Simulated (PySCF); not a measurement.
**Correlation energy of Mo²⁺ (molybdenum, charge +2)**

[Kr] 4d3 5s1, high-spin 5F determinant (an excited configuration). Computed with PySCF 2.14 in x2c-QZVPPall, with scalar relativity by spin-free X2C-1e. Frozen: [Kr]; 4 electrons correlated.

MP2 pair energies summed by pair of shells (mhartree):

| pair | energy | share (%) |
| --- | --- | --- |
| 4d-4d | -16.17 | 54.4 |
| 4d-5s | -13.53 | 45.6 |

Total MP2 correlation energy: -29.70 mhartree.

Same-spin part -29.70 and opposite-spin part 0.00 mhartree; SCS-MP2 scales them by 1/3 and 6/5 to -9.90 mhartree.
